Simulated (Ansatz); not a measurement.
The same group exchange along the group B, Al, In.

Calculated with Ansatz (gas phase, PBE0-D4/def2-TZVP geometries, no zero-point term in ΔE). CBS: MP2 limit from def2 TZ/QZ plus the TZ coupled-cluster correction, frozen cores. This one scheme is used for every species. Elements past krypton have def2 core potentials. For Ge, In, Sb outer-core shells are correlated without core-valence functions, which leaves a few kJ/mol of doubt a bond. Scalar relativity is left out up to krypton.

Problem. Order these by ΔE at CCSD(T)/CBS, lowest first. (Best estimate.)
A. `[Cl][Al]([Cl])[GeH3]` + stibine → `[GeH3][SbH2]` + `[Cl][AlH][Cl]`
B. `Cl[B](Cl)[GeH3]` + stibine → `[GeH3][SbH2]` + `ClBCl`
C. `[Cl][In]([Cl])[GeH3]` + stibine → `[GeH3][SbH2]` + `[Cl][InH][Cl]`

Solution. B (-13.8 kcal/mol), A (-4.2 kcal/mol), C (+3.8 kcal/mol).

Largest T1 diagnostic: 0.014, for `[SbH3]`.
